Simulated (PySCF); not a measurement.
## Spinor energies of Al⁺ (aluminium, charge +1)

Start: [Ne] 3s2. Calculated with PySCF 2.14 in x2c-TZVPall-2c with one added diffuse shell each of s, p type (6s7p2d1f, 44 functions): generalised Hartree-Fock with the X2C-1e Hamiltonian and a Gaussian nucleus; one run each with spin-orbit coupling (SO) switched off, then screened by Boettger's factors. This is a chosen level, not necessarily the ground level.

| spinor shell | electrons | ε, spin-free (eV) | ε, screened SO (eV) | weight of nominal j (screened SO) | rms radius, screened SO (bohr) |
| --- | --- | --- | --- | --- | --- |
| 1s1/2 | 2 | -1603.6 | -1603.6 | 1.000 | 0.139 |
| 2s1/2 | 2 | -142.46 | -142.46 | 1.000 | 0.675 |
| 2p1/2 | 2 | -95.809 | -96.131 | 1.000 | 0.673 |
| 3s1/2 | 2 | -17.778 | -17.778 | 1.000 | 2.60 |

Where does 2p3/2 lie, and what is the 2p spin-orbit splitting (screened SO)?

At -95.649 eV, 0.482 eV above 2p1/2.

```json
{"quantity": "E (hartree)", "spin-free": "-242.10474", "screened SO": "-242.10490"}
{"quantity": "M_J", "spin-free": "0", "screened SO": "0"}
{"quantity": "⟨J²⟩", "spin-free": "0.000", "screened SO": "0.000"}
{"quantity": "⟨L²⟩", "spin-free": "0.000", "screened SO": "0.000"}
{"quantity": "⟨S²⟩", "spin-free": "0.000", "screened SO": "0.000"}
```

Without spin-orbit coupling the j labels of p, d and f shells carry no meaning; the spin-free column gives the mean over the occupied spinors of each nl shell.
